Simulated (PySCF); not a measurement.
```xyz
5
charge 0 multiplicity 1, angstrom
Sb    0.3506    0.0000   -0.5780
S    -1.6405    0.0000    0.6658
Cl   -0.9056    2.3349    0.1692
Cl   -0.9056   -2.3349    0.1692
Cl    2.0977    0.0000    1.0489
```

These are results of PBE/[Sb def2-SVP with ECP28, S def2-SVP, Cl def2-SVP], scalar-relativistic core potentials, density fitting, no spin–orbit coupling, PySCF, not measurements.

This geometry of SbSCl3 is a stationary point at this level.

(1) What is the point group?

(2) Is it a minimum?

(3) List the harmonic modes with their infrared intensities.

(4) Give the atomic charges and bond orders.

Results:

(1) Cs.

(2) No: it has 1 imaginary mode, at 172i cm⁻¹ (a'').

(3) 
| symmetry | ω (cm⁻¹) | IR (km/mol) |
| --- | --- | --- |
| a'' | 172i | – |
| a'' | 79 | 0.2 |
| a' | 103 | 1.5 |
| a' | 131 | 2.1 |
| a' | 143 | 6.6 |
| a' | 272 | 0.3 |
| a'' | 287 | 118 |
| a' | 358 | 50.3 |
| a' | 431 | 19.9 |

(4) 
```
 atom  Mulliken  Löwdin  polar tensor  Mayer order to Sb1
  Sb1      0.74    0.35          1.27                   –
   S2     -0.06    0.05          0.21                1.07
Cl3,4     -0.23   -0.15         -0.51                0.47
  Cl5     -0.23   -0.10         -0.47                1.08
```
Other Mayer orders above 0.3: S–Cl 0.52 (×2).

Other isomers or separated fragments may lie lower. At this level a singlet minimum of C3v symmetry lies 44 kJ/mol below this structure.
